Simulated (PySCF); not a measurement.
# Assignment exercise: C$_{4}$H$_{12}$Si$_{3}$

Atoms are numbered as in `[CH3:1][Si@@H:2]1[CH:3]=[CH:4][SiH2:5][CH2:6][SiH2:7]1`; H(Xn) means a hydrogen on atom n. Ha(Si5), Ha(C6), Ha(Si7) are cis to C1 on the ring; Hb(Si5), Hb(C6), Hb(Si7) are trans to C1 on the ring.

- coordinates at the GFN2-xTB level
- shieldings: GIAO PBE0/pcSseg-1
- code: PySCF 2.14.0 with density-fitted response routines
- fast rotation and ring inversion assumed for equivalent nuclei, in vacuum, one conformer, no relativistic terms

Scale: 13C (σref 186.93), 1H (σref 31.72) vs TMS (reference shieldings calculated alike).

Q: Assign these signals to the numbered atoms. 13C{1H} NMR (computed): δ 159.6 (CH), 153.4 (CH), -4.3 (CH3), -15.1 (CH2).

A: 
159.6 → C3, alkene CH: an sp2 carbon of a C=C bond
153.4 → C4, alkene CH
-4.3 → C1, methyl carbon bonded to Si: an electropositive neighbour leaves it electron-rich and shielded
-15.1 → C6, sp3 CH2 bonded to 2 Si: an electropositive neighbour leaves it electron-rich and shielded

Q: Assign these signals to the numbered atoms. 1H NMR (400 MHz, computed): δ 7.53 (m, 1H), 7.19 (m, 1H), 4.60 (m, 1H), 4.60 (m, 1H), 4.54 (m, 1H), 4.26 (m, 1H), 4.11 (m, 1H), 0.24 (d, 3H), 0.05 (m, 1H), -0.10 (m, 1H).

A: 
| δ (ppm) | atoms | environment | reason |
| --- | --- | --- | --- |
| 7.53 | H(C3) | hydrogen on an alkene CH | olefinic region |
| 7.19 | H(C4) | hydrogen on an alkene CH | – |
| 4.60 | H(Si2) | hydrogen on a silicon bonded to 2 C, Si, in a 6-membered ring | – |
| 4.60 | Hb(Si5) | hydrogen on a silicon bonded to 2 C, in a 6-membered ring | – |
| 4.54 | Ha(Si5) | hydrogen on a silicon bonded to 2 C, in a 6-membered ring | – |
| 4.26 | Hb(Si7) | hydrogen on a silicon bonded to C, Si, in a 6-membered ring | – |
| 4.11 | Ha(Si7) | hydrogen on a silicon bonded to C, Si, in a 6-membered ring | – |
| 0.24 | H(C1) | hydrogen on a methyl carbon bonded to Si | an electropositive neighbour shields it, as in TMS itself |
| 0.05 | Ha(C6) | hydrogen on an sp3 CH2 bonded to 2 Si | an electropositive neighbour shields it, as in TMS itself |
| -0.10 | Hb(C6) | hydrogen on an sp3 CH2 bonded to 2 Si | – |

H(Si2) and Hb(Si5); Hb(Si5) and Ha(Si5) lie closer than the usual error of such a calculation, so a measured spectrum could show them in the other order.

Shifts are as computed. Against solution values, carbons near 30 ppm lie about +3 ppm off and those near 130 ppm about +5 ppm. Of 1211 compounds with measured shifts, 218 miss one by over three times the rms of a fit or turn the order of signals round; such compounds aren't used in these exercises. Multiplicities follow the n + 1 count of equivalent neighbours, as no J values were calculated; m marks all less simple cases, F and P coupling included.
